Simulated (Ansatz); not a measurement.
`O1[SiH2][SiH2][SiH2]1`. Charge 0, multiplicity 1. The geometry is a stationary point of PBE0-D4/def2-TZVP.

```xyz
10

O     0.081   -0.491   -1.434
Si    0.871   -1.174   -0.127
Si   -0.073    0.445    1.300
Si   -0.813    0.821   -0.905
H     2.344   -1.142   -0.328
H     0.450   -2.588    0.060
H     0.838    1.450    1.906
H    -1.075   -0.011    2.299
H    -2.258    0.622   -1.191
H    -0.364    2.068   -1.580
```

Q: What is the dipole moment at B3LYP/def2-TZVPP? (An estimate is asked.)

A: Ansatz gave: 1.14 D, with components (-0.06, 0.37, 1.08) D in this frame, pointing from negative to positive charge.

Q: And with PBE, r2SCAN, ωB97M-V? (Estimate.)

A: Computed: PBE 0.97 D, r2SCAN 1.00 D, ωB97M-V 1.13 D.

Q: Give the Mulliken charges with B3LYP, r2SCAN, PBE in def2-TZVPP. (Best estimate.)

A: Ansatz gave: 
```tsv
atom	B3LYP	r2SCAN	PBE
O1	-0.45	-0.47	-0.37
Si2	0.41	0.44	0.35
Si3	0.03	0.04	0.00
Si4	0.41	0.44	0.35
H5	-0.07	-0.08	-0.06
H6	-0.07	-0.08	-0.06
H7	-0.05	-0.06	-0.04
H8	-0.05	-0.06	-0.04
H9	-0.07	-0.08	-0.06
H10	-0.07	-0.08	-0.06
```

B3LYP here is the variant with VWN-RPA as its local correlation; programs differ in this.
